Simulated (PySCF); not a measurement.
A table of computed properties in which two entries of one column were swapped by mistake.

```csv
no.,species (SMILES),level of the electronic properties,smallest rotational constant,HOMO–LUMO gap,HOMO energy
1,CC(F)(C#N)C#N,PBE0/pcSseg-1,1.966 GHz,9.05 eV,-10.61 eV
2,O[SiH2]C1CC1,PBE0/pcSseg-1,2.100 GHz,8.69 eV,-7.97 eV
3,C[C@H]1C[C@@H](CC#N)C1,PBE0/pcSseg-1,0.969 GHz,9.40 eV,-8.61 eV
4,C[C@@]1(S(=O)(=O)[O-])C[C@H]1C(F)(F)F,PBE0/pcSseg-1,2.892 GHz,7.79 eV,-2.52 eV
5,C=N[C@@H]1CC[C@@H]2C[C@@H]21,PBE0/pcSseg-1,1.370 GHz,7.05 eV,-7.10 eV
6,C1CO[SiH2]C1,B3LYP/def2-SVPD,0.496 GHz,7.80 eV,-7.60 eV
7,CCS[Si](F)(F)F,B3LYP/def2-SVPD,1.125 GHz,6.97 eV,-7.73 eV
```

Geometries and rotational constants: GFN2-xTB. Each SMILES stands for a single optimised conformer of the isolated species, non-relativistic unless stated. Electronic properties by PySCF.

The conformers computed, where there is a choice (atom-mapped SMILES and torsion angles):
- `[OH:1][SiH2:2][CH:3]1[CH2:4][CH2:5]1`: O1–Si2–C3–C4 -66°, H–O1–Si2–C3 -49°
- `[CH3:1][C@H:2]1[CH2:3][C@@H:4]([CH2:5][C:6]#[N:7])[CH2:8]1`: C3–C4–C5–C6 174°
- `[CH3:1][C@@:2]1([S:3](=[O:4])(=[O:5])[O-:6])[CH2:7][C@H:8]1[C:9]([F:10])([F:11])[F:12]`: C1–C2–S3–O4 60°, C7–C8–C9–F10 -97°
- `[CH3:1][CH2:2][S:3][Si:4]([F:5])([F:6])[F:7]`: C1–C2–S3–Si4 -70°, C2–S3–Si4–F5 -162°

The conformers of `C=N[C@@H]1CC[C@@H]2C[C@@H]21` aren't listed.

Problem. Which two entries changed places?

Solution. The smallest rotational constant of rows 4 and 6. The true values are 0.496 GHz for `C[C@@]1(S(=O)(=O)[O-])C[C@H]1C(F)(F)F` (18 atoms, 104 electrons) and 2.892 GHz for `C1CO[SiH2]C1` (13 atoms, 48 electrons), the smallest and the largest in that column.

Problem. Restore the column in rising order.

Solution. row 4: 0.496 GHz, row 3: 0.969 GHz, row 7: 1.125 GHz, row 5: 1.370 GHz, row 1: 1.966 GHz, row 2: 2.100 GHz, row 6: 2.892 GHz.

Problem. Give the restored column in cm⁻¹.

Solution. row 1: 0.0656 cm⁻¹, row 2: 0.0701 cm⁻¹, row 3: 0.0323 cm⁻¹, row 4: 0.0166 cm⁻¹, row 5: 0.0457 cm⁻¹, row 6: 0.0965 cm⁻¹, row 7: 0.0375 cm⁻¹.
